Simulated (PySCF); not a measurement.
Computed IR spectrum (relative IR intensity) of a molecule C2H6FNSi2. Coordinates come from a PBE-D3(BJ)/def2-SVP optimisation. The values are those of a single conformer. Method: PBE-D3(BJ)/def2-SVP run with PySCF 2.14.0. Frequencies are harmonic and unscaled.

ν (cm⁻¹): 163 (w), 225 (vw), 261 (w), 379 (s), 406 (m), 444 (w), 608 (w), 636 (m), 677 (w), 705 (m), 741 (m), 754 (m), 805 (vw), 838 (m), 866 (vs), 904 (s), 1228 (w), 1492 (m), 2128 (vs), 2144 (s), 3047 (w), 3073 (w), 3491 (m), 3590 (w) (against the strongest line: vs over 80 %, s over 45 %, m over 15 %, w over 4 %, vw less)

Question: Which molecule gave these data?
A) C#C[Si@@H](N)[SiH2]F
B) N[Si@@H]1C=C[Si@@H]1F
C) C#C[Si@H](F)N[SiH3]
D) F[SiH2]C1=NC[SiH2]1

Answer: B, N[Si@@H]1C=C[Si@@H]1F
